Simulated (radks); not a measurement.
Question: Ionisation ladder of chromium, from Cr to Cr19+ (ions without a valid solution omitted). Each ion is in the ground configuration listed by NIST, and IE = E(next ion) - E(this ion). All-electron calculation, scalar-relativistic Kohn-Sham, SCAN, spin-polarised, spherical densities, finite nucleus; open shells are filled with parallel spins first; meta-GGA in the generalised Kohn-Sham scheme; Fermi nuclear charge, rms radius 3.6452 fm. Program: a radial shooting solver on a logarithmic mesh with Libxc functionals.

species  configuration  IE, Delta-SCF (eV)  <r> HOMO (bohr)
Cr        [Ar] 3d5 4s1                   ?             1.47
Cr+           [Ar] 3d5              17.360             1.37
Cr2+          [Ar] 3d4              32.149             1.20
Cr3+          [Ar] 3d3                   ?             1.09
Cr4+          [Ar] 3d2              68.980             1.01
Cr5+          [Ar] 3d1                   ?            0.951
Cr6+              [Ar]              161.44            0.872
Cr7+      [Ne] 3s2 3p5              185.01            0.853
Cr8+      [Ne] 3s2 3p4              208.60            0.834
Cr14+             [Ne]              1018.5            0.254
Cr15+     [He] 2s2 2p5                   ?            0.250
Cr16+     [He] 2s2 2p4              1181.8            0.245
Cr17+     [He] 2s2 2p3              1307.7            0.238
Cr18+     [He] 2s2 2p2              1398.6            0.234
Cr19+     [He] 2s2 2p1              1487.9            0.230

Estimate the withheld Delta-SCF values.

Answer: Cr: 7.596 eV (NIST 6.767); Cr3+: 49.519 eV (NIST 49.16); Cr5+: 90.133 eV (NIST 90.635); Cr15+: 1100.7 eV (NIST 1097).
